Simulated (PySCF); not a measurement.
# BrF⁻: from constants to spectrum

r²SCAN constants of BrF⁻, ²Σ⁺ (doublet), unpaired electrons σ ↑ (basis Br aug-pcseg-1, F aug-pcseg-1; no relativity; PySCF 2.14; masses 78.9183 and 18.9984 u):

```
ωe              : 261.1 cm⁻¹
ωexe            : 2.82 cm⁻¹
Be              : 0.19995 cm⁻¹
αe              : 0.00249 cm⁻¹
D (centrifugal) : 4.69e-07 cm⁻¹
De to Br + F⁻   : 2.09 eV
```

Question: Give the vibrational terms G(v) and spacings up to v = 6.

Answer: G(v) = ωe(v+½) − ωexe(v+½)².

```csv
v,G(v) (cm⁻¹),G(v) − G(v−1),Bv (cm⁻¹)
0,129.8,,0.1987
1,385.3,255.5,0.1962
2,635.1,249.8,0.1937
3,879.3,244.2,0.1912
4,1117.8,238.5,0.1887
5,1350.7,232.9,0.1863
6,1578.0,227.3,0.1838
```

Question: How well does the Morse estimate ωe²/(4ωexe) reproduce De, and what is D0?

Answer: It gives 0.75 eV, 36 % of the computed De. D0 = De − G(0) = 2.09 − 0.02 = 2.07 eV.

Spin–orbit coupling is left out. For an ion De counts to the pair picked by the measured ionisation energies or electron affinities, which need not be the lowest pair at this level. The state is the lowest determinant that a PBE0 search found; another state may lie lower at other levels.
